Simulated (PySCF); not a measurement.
An equivalent PySCF input for Sn⁺ (tin, charge +1), [Kr] 4d10 5s2 5p1, 2P determinant, with a scalar-relativistic core potential:

```python
from pyscf import gto, scf, dft, mp, cc
import basis_set_exchange as bse
txt = bse.get_basis("cc-pVDZ-PP", elements=["Sn"], fmt="nwchem", header=False)
cut = txt.index("\nECP")
mol = gto.M(atom="Sn 0 0 0", charge=1, spin=1, symmetry="D2h",
            basis=gto.basis.parse(txt[:cut]),
            ecp={"Sn": gto.basis.parse_ecp(txt[cut:])})
mf = dft.UKS(mol, xc="R2SCAN")
mf.irrep_nelec = {'Ag': (4, 4), 'B1g': (1, 1), 'B2g': (1, 1), 'B3g': (1, 1), 'B1u': (1, 1), 'B2u': (2, 1), 'B3u': (1, 1)}
mf.kernel()
```

It reaches the same state as the run whose output follows, with an energy that differs only through the grid. The run itself started from symmetry-adapted Hartree-Fock orbitals and held the occupation by maximum overlap, on a logarithmic radial grid, so the iterations belong to that start.

```
SCF conv_tol = 1e-09
number electrons alpha = 11  beta = 10
XC functionals = R2SCAN
    J. W. Furness, A. D. Kaplan, J. Ning, J. P. Perdew, and J. Sun.,  J. Phys. Chem. Lett. 11, 8208-8215 (2020)
    J. W. Furness, A. D. Kaplan, J. Ning, J. P. Perdew, and J. Sun.,  J. Phys. Chem. Lett. 11, 9248-9248 (2020)
    J. W. Furness, A. D. Kaplan, J. Ning, J. P. Perdew, and J. Sun.,  J. Phys. Chem. Lett. 11, 8208-8215 (2020)
    J. W. Furness, A. D. Kaplan, J. Ning, J. P. Perdew, and J. Sun.,  J. Phys. Chem. Lett. 11, 9248-9248 (2020)
cycle= 1 E= -214.051589964375  delta_E= -0.00738  |g|= 0.0146  |ddm|= 0.461
cycle= 2 E= -214.051706520145  delta_E= -0.000117  |g|= 0.00653  |ddm|= 0.0731
cycle= 3 E= -214.051726125039  delta_E= -1.96e-05  |g|= 0.000609  |ddm|= 0.0169
cycle= 4 E= -214.051726532011  delta_E= -4.07e-07  |g|= 2.28e-05  |ddm|= 0.00312
cycle= 5 E= -214.051726532437  delta_E= -4.26e-10  |g|= 9.43e-07  |ddm|= 0.000124
converged SCF energy = -214.051726532437  <S^2> = 0.75429557  2S+1 = 2.004291
```

Energies and moments cover only the electrons outside the core potential.
